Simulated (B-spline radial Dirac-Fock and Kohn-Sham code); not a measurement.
## Kohn-Sham estimates against Dirac-Fock for the levels of Gd³⁺

System: the Gd³⁺ ion, configuration [Xe] 4f5 5d2 (not the ground configuration).

The density-functional columns are spherical, spin-unpolarised Dirac-Kohn-Sham results without Breit or QED terms: −ε is minus the orbital energy of the initial state and ΔSCF the difference of two total energies. The reference in the last column comes from ΔSCF Dirac-Fock with Breit, self-energy and vacuum polarisation, finite nucleus, configuration average. All numbers are from a radial atomic solver, in eV; a selection of levels is shown. The Kohn-Sham columns are given as differences from the reference. For the 1s level of heavy atoms much of the gap between ΔSCF and the reference is the Breit and QED part, -215.7 eV here; for other levels the error of the functional can be larger.

| level | PBE −ε − DF | PBE ΔSCF − DF | Dirac-Fock |
| --- | --- | --- | --- |
| K (1s) | -209.8 | +251.0 | 50293.6 |
| L1 (2s) | -138.8 | -54.1 | 8440.4 |
| L2 (2p1/2) | -104.2 | +2.9 | 7989.4 |
| L3 (2p3/2) | -112.4 | -16.0 | 7301.9 |
| M1 (3s) | -72.0 | -44.7 | 1948.1 |
| M2 (3p1/2) | -58.2 | -29.3 | 1753.7 |
| M3 (3p3/2) | -57.5 | -30.4 | 1610.4 |
| M4 (3d3/2) | -37.8 | -6.3 | 1278.6 |
| M5 (3d5/2) | -38.5 | -7.6 | 1248.2 |
| N1 (4s) | -35.3 | -22.3 | 447.6 |
| N2 (4p1/2) | -28.4 | -15.5 | 370.1 |
| N3 (4p3/2) | -28.3 | -15.8 | 337.9 |
| N4 (4d3/2) | -15.3 | -3.3 | 208.5 |
| N5 (4d5/2) | -15.4 | -3.5 | 202.7 |
| N6,7 (4f) | -7.9 | +2.7 | 56.47 |
| O1 (5s) | -10.9 | -3.4 | 93.48 |
| O2 (5p1/2) | -6.5 | +0.6 | 68.38 |
| O3 (5p3/2) | -6.4 | +0.4 | 63.19 |
| O4,5 (5d) | -4.4 | +1.1 | 32.75 |

Values without a named source are computed, but for edge energies of neutral atoms, which are taken from tables.
